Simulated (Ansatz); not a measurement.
Relaxation of AlCl2H5OSi (10 atoms, charge 0, multiplicity 1), to a largest force component of 0.03 eV/Å in at most 50 steps.

The calculation used Ansatz, RKS BLYP-D4/6-31G*.

```xyz
10
Properties=species:S:1:pos:R:3
Al 0.045 -0.403 -0.475
H 0.114 0.020 2.249
Cl 1.904 0.539 -0.755
Cl -1.727 0.571 -1.060
O -0.015 -2.011 0.204
Si -0.749 -3.479 -0.149
H 0.262 -4.576 -0.037
H -1.873 -3.746 0.803
H -1.300 -3.471 -1.546
H 0.068 -0.614 1.927
```

Problem. Where does it end, and by what steps?

Solution. It converged. The force dipped under the threshold on the way, but the program's further checks kept it going. After 19 steps the energy has fallen by 0.139 eV; O5 moved furthest, 0.56 Å.

```
step  energy less start (eV)  largest force component (eV/Å)  accepted
   0                  0.0000                           1.443       yes
   1                 -0.0728                           0.809       yes
   2                 -0.0918                           0.374       yes
   3                 -0.1006                           0.277       yes
   4                 -0.1084                           0.173       yes
   5                 -0.1167                           0.332       yes
   6                 -0.1208                           0.407       yes
   7                 -0.1257                           0.284       yes
   8                 -0.1312                           0.063       yes
   9                 -0.1339                           0.113       yes
  10                 -0.1350                           0.043       yes
  11                 -0.1356                           0.057       yes
  12                 -0.1358                           0.032       yes
  13                 -0.1357                           0.189        no
  14                 -0.1362                           0.021       yes
  15                 -0.1368                           0.014       yes
  16                 -0.1372                           0.075       yes
  17                 -0.1375                           0.045       yes
  18                 -0.1381                           0.006       yes
  19                 -0.1387                           0.026       yes
```

```xyz
10
Properties=species:S:1:pos:R:3
Al 0.138 -0.379 -0.566
H -0.204 0.135 2.178
Cl 2.057 0.489 -0.595
Cl -1.543 0.841 -0.931
O -0.020 -2.054 -0.355
Si -0.736 -3.553 -0.215
H 0.327 -4.604 -0.184
H -1.531 -3.625 1.053
H -1.646 -3.812 -1.373
H -0.114 -0.609 2.150
```

Whether the end is a true minimum wasn't checked by a vibrational analysis.

Run time: 27 s on 2 threads of Intel(R) Xeon(R) 6975P-C (Granite Rapids), with other jobs on the host, peak memory 0.17 GiB.
